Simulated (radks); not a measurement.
Eu, 63 electrons, occupied as [Xe] 4f7 6s2. Method: non-relativistic Kohn-Sham, PBE, spin-polarised, spherical densities, point nucleus; open shells are filled with parallel spins first (spin-orbit coupling, left out, can overturn this in heavy ions); relativity is left out, which matters for an element this heavy; computed with a radial shooting solver on a logarithmic mesh with Libxc functionals.

X-ray form factor f0, the Fourier transform of the density (f0(0) = 63):

sin(theta)/lambda (1/angstrom),f0 (electrons)
0.05,61.543
0.1,58.451
0.15,55.091
0.2,51.674
0.25,48.253
0.3,44.978
0.4,39.250
0.5,34.582
0.6,30.665
0.8,24.461
1,20.190
1.25,16.880
1.5,14.655
2,10.928
